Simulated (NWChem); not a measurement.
Everything below was run with NWChem. System: CH₅Al, charge 0, spin multiplicity 1, at a geometry optimised with PBE0/def2-SVP. The structure started from a generated list of species. Level: TD-B3LYP/def2-SVPD, VWN1-RPA local correlation.

Job file:

```
start mol
memory heap 200 mb stack 900 mb global 1100 mb
geometry units angstroms nocenter noautoz noautosym
  Al     0.010718    -0.348243    -0.626335
  H     -1.330074    -0.493596    -1.476187
  H      1.359956    -0.958547    -1.215846
  C     -0.013544     0.592730     1.088459
  H     -0.066782     1.683279     0.916334
  H      0.882198     0.404983     1.700758
  H     -0.903374     0.334654     1.686547
end
basis spherical
  * library def2-svpd
end
dft
  xc b3lyp
  semidirect memsize 60000000 filesize 0
  iterations 100
end
tddft
  rpa
  nroots 6
  notriplet
  thresh 1e-4
end
task tddft energy
```

Part of the output:

```
             Northwest Computational Chemistry Package (NWChem) 7.3.0
             --------------------------------------------------------

                                NWChem Input Module
                                -------------------

 Scaling coordinates for geometry "geometry" by  1.889725989
 (inverse scale =  0.529177249)

                             Geometry "geometry" -> ""
                             -------------------------

 Output coordinates in angstroms (scale by  1.889725989 to convert to a.u.)

  No.       Tag          Charge          X              Y              Z
 ---- ---------------- ---------- -------------- -------------- --------------
    1 Al                  13.0000     0.01071800    -0.34824300    -0.62633500
    2 H                    1.0000    -1.33007400    -0.49359600    -1.47618700
    3 H                    1.0000     1.35995600    -0.95854700    -1.21584600
    4 C                    6.0000    -0.01354400     0.59273000     1.08845900
    5 H                    1.0000    -0.06678200     1.68327900     0.91633400
    6 H                    1.0000     0.88219800     0.40498300     1.70075800
    7 H                    1.0000    -0.90337400     0.33465400     1.68654700

 Effective nuclear repulsion energy (a.u.)      50.4100236190

            Nuclear Dipole moment (a.u.)
            ----------------------------
        X                 Y               Z
 ---------------- ---------------- ----------------
    -0.0000113384    -0.0000113384     0.0000094486


 Summary of "ao basis" -> "" (spherical)
 ------------------------------------------------------------------------------
       Tag                 Description            Shells   Functions and Types
 ---------------- ------------------------------  ------  ---------------------
 *                         def2-svpd                  on all atoms

                                 NWChem DFT Module
                                 -----------------

 Summary of "ao basis" -> "ao basis" (spherical)
 ------------------------------------------------------------------------------
       Tag                 Description            Shells   Functions and Types
 ---------------- ------------------------------  ------  ---------------------
 Al                        def2-svpd                10       24   5s3p2d
 H                         def2-svpd                 4        8   2s2p
 C                         def2-svpd                 8       20   4s2p2d

 Summary of "ao basis" -> "ao basis" (spherical)
 ------------------------------------------------------------------------------
       Tag                 Description            Shells   Functions and Types
 ---------------- ------------------------------  ------  ---------------------
 Al                        def2-svpd                10       24   5s3p2d
 H                         def2-svpd                 4        8   2s2p
 C                         def2-svpd                 8       20   4s2p2d

            General Information
            -------------------
          SCF calculation type: DFT
          Wavefunction type:  closed shell.
          No. of atoms     :     7
          No. of electrons :    24
           Alpha electrons :    12
            Beta electrons :    12
          Charge           :     0
          Spin multiplicity:     1
          Use of symmetry is: off; symmetry adaption is: off
          Maximum number of iterations: 100
          AO basis - number of functions:    84
                     number of shells:    38
[...]
     Electric Quadrupole                           0.0000001109
     Magnetic Dipole                               0.0000024802
     Total Oscillator Strength                     0.0021775083

          sigma_e =   1.9276 Angstrom
          sigma_h =   1.6878 Angstrom
         |d_h->e| =   1.0264 Angstrom
            d_exc =   2.7596 Angstrom
            d_CD1 =   1.2662 Angstrom
            d_CD2 =  -0.7813 Angstrom
            d_CD3 =   3.7860 Angstrom
     Pearson C.C. =   0.0004

     Occ.   12  a   ---  Virt.   13  a    0.99866 X
  ----------------------------------------------------------------------------
  Root   2 singlet a              0.195556536 a.u.                5.3214 eV
  ----------------------------------------------------------------------------
     Transition Moments    X  0.01046   Y  0.00444   Z -0.00251
     Transition Moments   XX  0.77655  XY  1.61000  XZ -0.96794
     Transition Moments   YY -0.65279  YZ  0.28682  ZZ -0.12366
     Dipole Oscillator Strength                    0.0000176475
     Electric Quadrupole                           0.0000001646
     Magnetic Dipole                               0.0000028130
     Total Oscillator Strength                     0.0000206251

          sigma_e =   1.9398 Angstrom
          sigma_h =   1.6689 Angstrom
         |d_h->e| =   0.4796 Angstrom
            d_exc =   2.6044 Angstrom
            d_CD1 =   0.7505 Angstrom
            d_CD2 =  -1.3247 Angstrom
            d_CD3 =   3.0841 Angstrom
     Pearson C.C. =  -0.0008

     Occ.   11  a   ---  Virt.   13  a    0.99958 X
  ----------------------------------------------------------------------------
  Root   3 singlet a              0.260369889 a.u.                7.0850 eV
  ----------------------------------------------------------------------------
     Transition Moments    X -0.02452   Y  0.39231   Z  0.64241
     Transition Moments   XX  0.29380  XY  0.02680  XZ -0.07444
     Transition Moments   YY  0.89612  YZ  0.44621  ZZ  1.23086
     Dipole Oscillator Strength                    0.0984545512
     Electric Quadrupole                           0.0000000405
     Magnetic Dipole                               0.0000000017
     Total Oscillator Strength                     0.0984545934

          sigma_e =   3.0567 Angstrom
          sigma_h =   1.6646 Angstrom
         |d_h->e| =   0.4275 Angstrom
            d_exc =   3.5108 Angstrom
            d_CD1 =   1.8195 Angstrom
            d_CD2 =  -1.9332 Angstrom
            d_CD3 =   3.9382 Angstrom
     Pearson C.C. =  -0.0028

     Occ.   12  a   ---  Virt.   14  a    0.99274 X
     Occ.   12  a   ---  Virt.   19  a   -0.05226 X
  ----------------------------------------------------------------------------
  Root   4 singlet a              0.267253618 a.u.                7.2723 eV
  ----------------------------------------------------------------------------
     Transition Moments    X  0.20362   Y -0.02664   Z  0.03468
     Transition Moments   XX -0.02046  XY  0.11703  XZ -0.04960
     Transition Moments   YY  0.01928  YZ -0.02557  ZZ -0.01194
     Dipole Oscillator Strength                    0.0077274465
     Electric Quadrupole                           0.0000000018
     Magnetic Dipole                               0.0000025184
     Total Oscillator Strength                     0.0077299667

          sigma_e =   3.0309 Angstrom
          sigma_h =   1.6827 Angstrom
         |d_h->e| =   1.7218 Angstrom
            d_exc =   3.8623 Angstrom
            d_CD1 =   3.0700 Angstrom
            d_CD2 =  -0.6349 Angstrom
            d_CD3 =   5.5842 Angstrom
     Pearson C.C. =   0.0063

     Occ.   11  a   ---  Virt.   14  a   -0.98384 X
     Occ.   11  a   ---  Virt.   16  a    0.15326 X
     Occ.   11  a   ---  Virt.   19  a   -0.07601 X
  ----------------------------------------------------------------------------
  Root   5 singlet a              0.289177239 a.u.                7.8689 eV
  ----------------------------------------------------------------------------
     Transition Moments    X  0.00226   Y  0.20175   Z  0.33442
     Transition Moments   XX -2.57551  XY  0.49144  XZ -0.27741
     Transition Moments   YY  0.27116  YZ  0.18904  ZZ  0.40960
     Dipole Oscillator Strength                    0.0294086677
     Electric Quadrupole                           0.0000004112
     Magnetic Dipole                               0.0000000327
     Total Oscillator Strength                     0.0294091116

          sigma_e =   2.6857 Angstrom
          sigma_h =   1.6698 Angstrom
         |d_h->e| =   1.1351 Angstrom
            d_exc =   3.3430 Angstrom
            d_CD1 =   2.1510 Angstrom
            d_CD2 =  -1.0427 Angstrom
            d_CD3 =   4.4781 Angstrom
     Pearson C.C. =   0.0127

     Occ.   10  a   ---  Virt.   13  a   -0.15584 X
     Occ.   11  a   ---  Virt.   16  a    0.05628 X
     Occ.   11  a   ---  Virt.   18  a    0.07011 X
     Occ.   12  a   ---  Virt.   15  a    0.75802 X
     Occ.   12  a   ---  Virt.   16  a    0.61805 X
  ----------------------------------------------------------------------------
  Root   6 singlet a              0.292525453 a.u.                7.9600 eV
  ----------------------------------------------------------------------------
     Transition Moments    X -0.79800   Y  0.12907   Z -0.09439
     Transition Moments   XX -0.00787  XY  1.70922  XZ  3.14444
     Transition Moments   YY -0.58673  YZ -0.37971  ZZ  0.61266
     Dipole Oscillator Strength                    0.1291748449
     Electric Quadrupole                           0.0000017746
     Magnetic Dipole                               0.0000000047
     Total Oscillator Strength                     0.1291766242

          sigma_e =   3.0856 Angstrom
          sigma_h =   1.6697 Angstrom
         |d_h->e| =   0.8318 Angstrom
            d_exc =   3.5769 Angstrom
            d_CD1 =   2.2476 Angstrom
            d_CD2 =  -1.5459 Angstrom
            d_CD3 =   4.4087 Angstrom
     Pearson C.C. =   0.0200

     Occ.   11  a   ---  Virt.   15  a   -0.93824 X
     Occ.   11  a   ---  Virt.   16  a    0.32822 X
     Occ.   11  a   ---  Virt.   19  a   -0.07200 X

              Target root =      1
          Target symmetry = none
      Ground state energy =   -283.448244656487
        Excitation energy =      0.189985599008
     Excited state energy =   -283.258259057478

  stored tddft:energy   -283.25825905747826

 Task  times  cpu:       50.1s     wall:       50.1s

 Total times  cpu:       50.1s     wall:       50.1s
```
